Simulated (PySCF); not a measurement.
# What settings do to a single point of [Ce(H2O)3]3+

The sound run of [Ce(H2O)3]3+ (singlet in the valence; each metal's 4f electrons, 1 of them, lie in its core potential, out of spins and levels) uses PySCF 2.14.0, RKS r2SCAN, Ce lcecp-1-SVP with ECP47, O def2-SVP, H def2-SVP; non-relativistic Hamiltonian with scalar-relativistic core potentials where named; density fitting; no spin-orbit coupling, grid (50, 194), threshold 1e-8 Eh and 55 cycles, at the relaxed geometry:

```xyz
10

Ce    0.0000    0.0000    0.0000
O     2.3932    0.0000    0.0000
H     3.0116    0.7701    0.0471
H     3.0116   -0.7701   -0.0471
O    -1.1966    2.0726    0.0000
H    -2.1727    2.2231    0.0471
H    -0.8389    2.9932   -0.0471
O    -1.1966   -2.0726    0.0000
H    -0.8389   -2.9932    0.0471
H    -2.1727   -2.2231   -0.0471
```

There Ce1 has a Mulliken charge of 2.06 e and the dipole about the centre of mass is 0.00 D. Each run below changes one thing and starts from free metal ions and neutral atoms unless it says otherwise; with 55 cycles, smearing, a level shift and second-order steps follow where DIIS fails, and their cycles count. Energy shifts count from the sound run. On f atoms grids over 110 angular points are at least (60, 302).

```json
{"change": "all coordinates × 0.94", "outcome": "converged", "cycles": "10", "energy shift (eV)": "0.91", "largest force component (eV/Å)": "3.41", "charge on Ce1 (e)": "1.98", "dipole about the centre of mass (D)": "0.00"}
{"change": "grid (15, 26)", "outcome": "converged", "cycles": "10", "energy shift (eV)": "0.40", "largest force component (eV/Å)": "12.65", "charge on Ce1 (e)": "2.07", "dipole about the centre of mass (D)": "0.01"}
```

(1) How does the run with this change end: start from a density of up to 30 smeared cycles (not counted)?

Unsound on purpose, so not properties of the compound: grid (15, 26).

Forces carry noise of the integration grid, about 0.01 to 0.03 eV/Å.

No frequency check is given that shows the relaxed geometry to be a minimum. An lcecp potential fixes the number of 4f electrons, so in runs with it no electron can move into or out of that shell.

Answers

(1) outcome converged, cycles 6, energy shift (eV) 0.0000, largest force component (eV/Å) 0.01, charge on Ce1 (e) 2.06, dipole about the centre of mass (D) 0.00.
